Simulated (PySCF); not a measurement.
PySCF input for siletan-1-amine (C3H9NSi), SMILES N[SiH]1CCC1, TDDFT-LC-ωPBE/def2-SVPD. The structure is a stationary point at PBE0-D3(BJ)/def2-SVP. The values are those of a single conformer.

```python
import numpy as np
from pyscf import gto, scf, dft, tdscf

mol = gto.M(
    atom='''
    N     2.12002538   -0.23166745   -0.33609549
    Si    0.56011931    0.34581505    0.11036651
    C    -0.94923181    0.39007166   -1.04171316
    C    -1.77393284   -0.07129908    0.18850951
    C    -0.66862866   -0.75708435    1.03464302
    H     2.26103488   -1.09184585   -0.85071784
    H     2.91565019    0.38912018   -0.40813152
    H     0.80039617    1.66254310    0.77894733
    H    -1.28260078    1.30746142   -1.54821765
    H    -0.89004283   -0.41595603   -1.79327744
    H    -2.63994738   -0.71188036   -0.04781976
    H    -2.16617603    0.80710500    0.72748562
    H    -0.78308869   -0.72481543    2.12762760
    H    -0.54631376   -1.81160007    0.73300494
    ''',
    basis='def2-SVPD',
    charge=0,
    spin=0,
    max_memory=1600,
    verbose=4,
)
mf = dft.RKS(mol, xc='lc_wpbe').density_fit(auxbasis='def2-universal-jkfit')
mf.grids.level = 3
mf.conv_tol = 1e-9
mf.max_cycle = 100
mf.kernel()
mf.grids = dft.Grids(mol).set(level=1).build(with_non0tab=True)  # coarser grid for the response kernel
td = tdscf.TDDFT(mf)
td.singlet = True
td.nstates = 10
td.conv_tol = 1e-4
td.positive_eig_threshold = 1e-6
td.kernel(x0=td.get_init_guess(mf, 15))
td.analyze()
tt = tdscf.TDA(mf)
tt.singlet = False
tt.nstates = 4
tt.conv_tol = 1e-4
tt.positive_eig_threshold = 1e-6
tt.kernel(x0=tt.get_init_guess(mf, 9))
tt.analyze(verbose=3)
```

Program output:

```
PySCF version 2.14.0

[INPUT] verbose = 4
[INPUT] num. atoms = 14
[INPUT] num. electrons = 48
[INPUT] charge = 0
[INPUT] spin (= nelec alpha-beta = 2S) = 0
[INPUT] symmetry False subgroup None
[INPUT] Mole.unit = angstrom
[INPUT] Symbol           X                Y                Z      unit          X                Y                Z       unit  Magmom
[INPUT]  1 N      2.120025380000  -0.231667450000  -0.336095490000 AA    4.006267345327  -0.437788032476  -0.635128427801 Bohr   0.0
[INPUT]  2 Si     0.560119310000   0.345815050000   0.110366510000 AA    1.058472092980   0.653495734253   0.208562477224 Bohr   0.0
[INPUT]  3 C     -0.949231810000   0.390071660000  -1.041713160000 AA   -1.793788149625   0.737128606354  -1.968552572755 Bohr   0.0
[INPUT]  4 C     -1.773932840000  -0.071299080000   0.188509510000 AA   -3.352247230972  -0.134735734133   0.356231345776 Bohr   0.0
[INPUT]  5 C     -0.668628660000  -0.757084350000   1.034643020000 AA   -1.263525046435  -1.430682074694   1.955191944493 Bohr   0.0
[INPUT]  6 H      2.261034880000  -1.091845850000  -0.850717840000 AA    4.272736681289  -2.063289626743  -1.607623726882 Bohr   0.0
[INPUT]  7 H      2.915650190000   0.389120180000  -0.408131520000 AA    5.509780334136   0.735330569741  -0.771256795602 Bohr   0.0
[INPUT]  8 H      0.800396170000   1.662543100000   0.778947330000 AA    1.512529552451   3.141751129285   1.471997119161 Bohr   0.0
[INPUT]  9 H     -1.282600780000   1.307461420000  -1.548217650000 AA   -2.423764201354   2.470744002235  -2.925707339718 Bohr   0.0
[INPUT] 10 H     -0.890042830000  -0.415956030000  -1.793277440000 AA   -1.681937187833  -0.786042976561  -3.388803226961 Bohr   0.0
[INPUT] 11 H     -2.639947380000  -0.711880360000  -0.047819760000 AA   -4.988777531463  -1.345258913857  -0.090366249742 Bohr   0.0
[INPUT] 12 H     -2.166176030000   0.807105000000   0.727485620000 AA   -4.093479434298   1.525207403767   1.374748581359 Bohr   0.0
[INPUT] 13 H     -0.783088690000  -0.724815430000   2.127627600000 AA   -1.479823155344  -1.369702653559   4.020633459066 Bohr   0.0
[INPUT] 14 H     -0.546313760000  -1.811600070000   0.733004940000 AA   -1.032383384481  -3.423427979543   1.385178584553 Bohr   0.0

nuclear repulsion = 236.707873211435
number of shells = 78
number of NR pGTOs = 252
number of NR cGTOs = 176
basis = def2-SVPD
ecp = {}


[settings echo left out]
init E= -464.133066255485
  HOMO = -0.298609622078708  LUMO = 0.0334093357943952  gap/eV = 9.03470
cycle= 1 E= -463.563464024385  delta_E= 0.57  |g|= 0.363  |ddm|= 4.74
  HOMO = -0.316887485978764  LUMO = 0.0867960222742497  gap/eV = 10.98479
cycle= 2 E= -463.585918062062  delta_E= -0.0225  |g|= 0.255  |ddm|= 0.834
  HOMO = -0.365022260355398  LUMO = 0.0812146797030389  gap/eV = 12.14273
cycle= 3 E= -463.599657694478  delta_E= -0.0137  |g|= 0.0452  |ddm|= 0.284
  HOMO = -0.359014694263101  LUMO = 0.0839447024870381  gap/eV = 12.05354
cycle= 4 E= -463.600221404224  delta_E= -0.000564  |g|= 0.0156  |ddm|= 0.108
  HOMO = -0.358580629830727  LUMO = 0.0838110298865575  gap/eV = 12.03809
cycle= 5 E= -463.60028392345  delta_E= -6.25e-05  |g|= 0.00304  |ddm|= 0.0291
  HOMO = -0.359039745616021  LUMO = 0.0837032501217978  gap/eV = 12.04765
cycle= 6 E= -463.60028721147  delta_E= -3.29e-06  |g|= 0.000625  |ddm|= 0.0112
  HOMO = -0.358993820854233  LUMO = 0.0837178926939575  gap/eV = 12.04680
cycle= 7 E= -463.600287415218  delta_E= -2.04e-07  |g|= 0.000162  |ddm|= 0.00315
  HOMO = -0.359012369325507  LUMO = 0.0837149591818207  gap/eV = 12.04722
cycle= 8 E= -463.600287415939  delta_E= -7.21e-10  |g|= 5.44e-05  |ddm|= 0.00094
  HOMO = -0.359010609287709  LUMO = 0.0837156173539229  gap/eV = 12.04719
cycle= 9 E= -463.600287423946  delta_E= -8.01e-09  |g|= 1.77e-05  |ddm|= 0.000341
  HOMO = -0.359010375105014  LUMO = 0.0837158770930841  gap/eV = 12.04719
cycle= 10 E= -463.600287424077  delta_E= -1.31e-10  |g|= 5.05e-06  |ddm|= 6.78e-05
  HOMO = -0.359010755616863  LUMO = 0.0837157866984541  gap/eV = 12.04720
Extra cycle  E= -463.60028742409  delta_E= -1.36e-11  |g|= 2.64e-06  |ddm|= 2.72e-05
converged SCF energy = -463.60028742409
tot grids = 49320
Overwritten attributes  positive_eig_threshold  of <class 'pyscf.tdscf.rks.TDDFT'>


******** <class 'pyscf.tdscf.rks.TDDFT'> for <class 'pyscf.df.df_jk.DFRKS'> ********
nstates = 10 singlet
deg_eia_thresh = 1.000e-03
wfnsym = None
conv_tol = 0.0001
eigh lindep = 1e-12
eigh level_shift = 0
eigh max_cycle = 100


Excitation energies (eV)
[6.92742023 7.98089494 8.10891809 8.14866043 8.28059416 8.39088067
 8.5630719  8.68537159 8.88463902 9.12572126]

** Singlet excitation energies and oscillator strengths **
Excited State   1:      6.92742 eV    178.98 nm  f=0.0381
      22 -> 25       -0.17734
      24 -> 25       -0.62182
      24 -> 26        0.13065
      24 -> 29       -0.12169
Excited State   2:      7.98089 eV    155.35 nm  f=0.0292
      22 -> 26       -0.12758
      24 -> 25        0.11765
      24 -> 26        0.56185
      24 -> 27       -0.10915
      24 -> 30        0.23541
      24 -> 33        0.18685
Excited State   3:      8.10892 eV    152.90 nm  f=0.0431
      23 -> 25       -0.14303
      23 -> 27       -0.14115
      24 -> 26        0.16675
      24 -> 27        0.36875
      24 -> 28        0.34131
      24 -> 29       -0.15200
      24 -> 31        0.13345
      24 -> 33       -0.25633
Excited State   4:      8.14866 eV    152.15 nm  f=0.0493
      22 -> 25       -0.17800
      23 -> 25       -0.22086
      24 -> 27        0.37327
      24 -> 28       -0.38230
      24 -> 32        0.16109
      24 -> 33        0.17297
Excited State   5:      8.28059 eV    149.73 nm  f=0.0206
      23 -> 25        0.32150
      23 -> 26       -0.48665
      23 -> 28       -0.12943
      23 -> 31       -0.19136
      23 -> 34        0.11805
      24 -> 27        0.20030
Excited State   6:      8.39088 eV    147.76 nm  f=0.0108
      22 -> 25        0.12329
      23 -> 25       -0.42020
      23 -> 26       -0.31629
      23 -> 27        0.30320
      23 -> 30       -0.10262
      23 -> 33       -0.10658
      24 -> 29        0.11067
      24 -> 30        0.11382
Excited State   7:      8.56307 eV    144.79 nm  f=0.0490
      22 -> 25        0.17009
      23 -> 25        0.13996
      23 -> 26        0.28641
      23 -> 27        0.34867
      23 -> 32        0.17371
      24 -> 27        0.22420
      24 -> 29        0.18430
      24 -> 32        0.21153
      24 -> 34       -0.10049
Excited State   8:      8.68537 eV    142.75 nm  f=0.0095
      22 -> 25       -0.28797
      22 -> 28        0.10952
      22 -> 33       -0.15971
      23 -> 27        0.15596
      24 -> 28        0.20352
      24 -> 30        0.23944
      24 -> 31       -0.33381
      24 -> 34        0.23727
Excited State   9:      8.88464 eV    139.55 nm  f=0.0148
      23 -> 27       -0.31734
      23 -> 32       -0.12731
      24 -> 25       -0.18680
      24 -> 28        0.18795
      24 -> 29        0.36961
      24 -> 30        0.12438
      24 -> 31       -0.18169
      24 -> 33        0.18186
Excited State  10:      9.12572 eV    135.86 nm  f=0.0634
      23 -> 25       -0.15075
      23 -> 28       -0.55080
      23 -> 29        0.13969
      23 -> 30        0.12276
      23 -> 31       -0.10355
      24 -> 32       -0.19116
      24 -> 33        0.10696

** Transition electric dipole moments (AU) **
state          X           Y           Z        Dip. S.      Osc.
  1         0.1729     -0.1965      0.3951      0.2246      0.0381
  2         0.2182      0.1687     -0.2703      0.1491      0.0292
  3        -0.4252      0.0228     -0.1895      0.2172      0.0431
  4        -0.4815      0.0662      0.1045      0.2471      0.0493
  5        -0.1150     -0.2898     -0.0671      0.1017      0.0206
  6         0.0409      0.0886      0.2076      0.0526      0.0108
  7        -0.4747     -0.0863     -0.0245      0.2334      0.0490
  8        -0.1555     -0.1063      0.0949      0.0445      0.0095
  9        -0.0345      0.0917     -0.2413      0.0678      0.0148
 10        -0.1413     -0.4731     -0.1998      0.2837      0.0634

** Transition velocity dipole moments (imaginary part, AU) **
state          X           Y           Z        Dip. S.      Osc.
  1         0.0455     -0.0515      0.1042      0.0156      0.0408
  2         0.0655      0.0521     -0.0839      0.0141      0.0319
  3        -0.1324      0.0057     -0.0598      0.0211      0.0473
  4        -0.1495      0.0180      0.0336      0.0238      0.0530
  5        -0.0381     -0.0952     -0.0222      0.0110      0.0241
  6         0.0087      0.0313      0.0647      0.0052      0.0113
  7        -0.1522     -0.0282     -0.0136      0.0242      0.0512
  8        -0.0504     -0.0366      0.0357      0.0052      0.0108
  9        -0.0131      0.0340     -0.0861      0.0087      0.0178
 10        -0.0523     -0.1608     -0.0669      0.0331      0.0657

** Transition magnetic dipole moments (imaginary part, AU) **
state          X           Y           Z
  1         0.4092      0.9164      0.2800
  2         0.0941      0.0465      0.1392
  3         0.8060     -0.3886     -0.4046
  4        -0.0209     -0.1144     -0.2283
  5        -0.3734      0.3216     -0.1898
  6        -0.2982      0.4898      0.8029
  7        -0.3484      0.8169     -0.0331
  8        -0.8538      0.2271      0.3019
  9         0.8574     -1.0394     -0.5370
 10        -0.0076     -0.3027      0.7281
Overwritten attributes  positive_eig_threshold  of <class 'pyscf.tdscf.rks.TDA'>


******** <class 'pyscf.tdscf.rks.TDA'> for <class 'pyscf.df.df_jk.DFRKS'> ********
nstates = 4 triplet
deg_eia_thresh = 1.000e-03
wfnsym = None
conv_tol = 0.0001
eigh lindep = 1e-12
eigh level_shift = 0
eigh max_cycle = 100


Excitation energies (eV)
[6.51065418 7.42155885 7.69339569 7.73944689]

** Triplet excitation energies and oscillator strengths **
Excited State   1:      6.51065 eV    190.43 nm  f=0.0000
Excited State   2:      7.42156 eV    167.06 nm  f=0.0000
Excited State   3:      7.69340 eV    161.16 nm  f=0.0000
Excited State   4:      7.73945 eV    160.20 nm  f=0.0000
```

The run converged.

Cost: roughly 10 core-minutes.
